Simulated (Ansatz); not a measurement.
```yaml
crystal:
  periodic: [false, false, false]
  atoms:
    - {symbol: F, position_ang: [1.386323, -2.194425, 0.639447]}
    - {symbol: B, position_ang: [0.356032, -1.394485, 0.878099]}
    - {symbol: F, position_ang: [-0.443035, -1.740152, 1.887470]}
    - {symbol: N, position_ang: [0.087009, -0.232096, 0.126469]}
    - {symbol: Si, position_ang: [-1.320252, 0.731310, 0.552728]}
    - {symbol: Si, position_ang: [1.077951, 0.309067, -1.215526]}
    - {symbol: H, position_ang: [-1.344438, 1.861315, -0.411468]}
    - {symbol: H, position_ang: [-2.564779, -0.062965, 0.419986]}
    - {symbol: H, position_ang: [-1.203086, 1.257655, 1.933601]}
    - {symbol: H, position_ang: [1.576273, 1.679598, -0.935719]}
    - {symbol: H, position_ang: [0.255117, 0.352413, -2.450939]}
    - {symbol: H, position_ang: [2.213984, -0.622337, -1.390148]}
basis:
  gaussian: {orbitals: def2-TZVPD}
total_charge: 1
magnetization: {spin_polarized: true, initial_magnetization: 1}
hamiltonian: {xc: {name: TPSS}}
scf: {lower_state_search: off}
output: {forces: true}
```

```sh
$ ansatz run in.yaml --threads 4 --pin off --events-out ev --progress --plain --max-ram 11315MiB
```

Output, abridged:

```
Error: YAML parse error: error: line 20 column 19: hamiltonian.xc: no functional is named "TPSS"; the names, which are not case-sensitive, are SVWN5, SPW92, PBE, PBE0, PBEsol, revPBE, revPBE0, RPBE, rPW86-PBE, HSE06, wPBEh, LC-wPBE, HISS, HF, BLYP, B3LYP, B3LYP5, BHLYP, CAM-B3LYP, r2SCAN, r2SCANh, r2SCAN0, r2SCAN50, m-r2SCAN, B97, wB97, wB97X, wB97X-V, B97M-V, wB97M-V, B2PLYP, B2GP-PLYP, PBE0-DH, PBE-QIDH
18 | total_charge: 1
19 | magnetization: {spin_polarized: true, initial_magnetization: 1}
20 | hamiltonian: {xc: {name: TPSS}}
21 | scf: {lower_state_search: off}
22 | output: {forces: true}
```

(1) Something in this input is off. What?

## Answers

(1) The method's name isn't one that the program takes here. The program refused the input.

HSE06 is defined as in plane-wave codes.
